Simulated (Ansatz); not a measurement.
Two structures, one formula

The two ends of one reaction step of AlNH₆O₃, singlet (PBE0-D4/def2-TZVP).

A:

```csv
atom,x (Å),y (Å),z (Å)
Al1,0.1347,-0.5097,0.0024
O2,1.2264,-0.5147,-1.3305
O3,0.8120,-0.6150,1.5830
O4,-1.4203,-1.2094,-0.2426
H5,0.1924,1.9455,-0.6715
N6,-0.3798,1.4376,-0.0054
H7,1.0943,-1.1119,-2.0634
H8,1.7017,-0.9372,1.7094
H9,-1.7631,-1.8588,0.3673
H10,-1.3551,1.5373,-0.2660
H11,-0.2433,1.8364,0.9173
```

B:

```
11
angstrom
Al -0.0239 -0.2021 0.3682
O 1.0663 -0.1500 -1.2879
O 0.9872 -0.5037 1.7098
O -1.0356 -1.4139 -0.3288
H 0.8290 0.7671 -1.5142
N -0.5221 1.5276 0.1893
H 0.6073 -0.7349 -1.9057
H 1.4216 -1.3404 1.8557
H -1.6641 -1.9359 0.1628
H -1.4580 1.7661 -0.1017
H -0.2078 2.2201 0.8525
```

Ansatz 0.2.0; basis: def2-TZVPP; cores frozen in the correlated methods. B3LYP uses VWN-RPA correlation.

Task: Which structure is lower at CCSD(T), and by how much? (Judge from chemistry; the value comes from the calculation.)

Result: By the calculation: A, by 21.78 kcal/mol (electronic energy, against the other). By their contacts, A is AlNH₆O₃ ([NH3][Al]([OH])([OH])[OH]) and B is AlNH₆O₃ ([NH2][Al]([OH])([OH])[OH2]).

All methods give the same order:

| method | E(B) − E(A) (kcal/mol) |
| --- | --- |
| SPW92 | 18.98 |
| PBE-D4 | 20.51 |
| BLYP-D4 | 21.41 |
| r2SCAN-D4 | 21.49 |
| B97M-V | 21.67 |
| PBE0-D4 | 21.22 |
| B3LYP-D4 | 21.88 |
| r2SCAN0-D4 | 21.78 |
| BHLYP-D4 | 22.67 |
| CAM-B3LYP-D4 | 21.88 |
| wB97X-V | 21.82 |
| wB97M-V | 21.06 |
| B2PLYP | 22.04 |
| PBE-QIDH | 21.82 |
| RPA on PBE | 21.83 |
| HF | 24.05 |
| MP2 | 21.85 |
| CCSD | 22.17 |
| CCSD(T) | 21.78 |

The T1 diagnostic stays at or below 0.011.

Labels in which every atom is bracketed show which atoms are joined, not bond orders.

For scale, one of the runs: CCSD(T)/def2-TZVPP, 250 basis functions, launched by `ansatz run in.yaml --threads 8 --pin off --events-out ev --progress --plain --max-ram 19148MiB`. The run took 93 s on 8 CPU threads of an Arm Neoverse V2 (shared host), with 5.6 GiB of host memory at its peak.
